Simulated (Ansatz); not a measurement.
Basis-set extrapolation for C$_{3}$H$_{8}$OSi, SMILES `OCC1C[SiH2]1` (PBE0-D4/def2-TZVP geometry, frozen core, the Gaussian-basis code of Ansatz). Multiplicity 1, RHF reference.

```
                      def2-TZVPP   def2-QZVPP
                 HF  -482.086705  -482.104795
    MP2 correlation    -0.879057    -0.939720
CCSD(T) correlation    -0.961546      not run
```

Energies in hartree. Use E(X) = E(∞) + A·exp(−7.88·√X) for Hartree–Fock and E(X) = E(∞) + B·X^(−2.97) for correlation, with X = 3 and 4, and add CCSD(T) minus MP2 of the smaller set to the MP2 limit.

Task: What is the CCSD(T) energy at the basis-set limit?

Result: HF limit: -482.104795 + (-0.018090) × 0.13774 = -482.10729. MP2 limit: -0.939720 + (-0.060663) × 0.74074 = -0.98466. Higher-order term: -0.961546 − (-0.879057) = -0.08249. Total: -483.17444 hartree, 331.3 kJ/mol below CCSD(T)/def2-TZVPP.
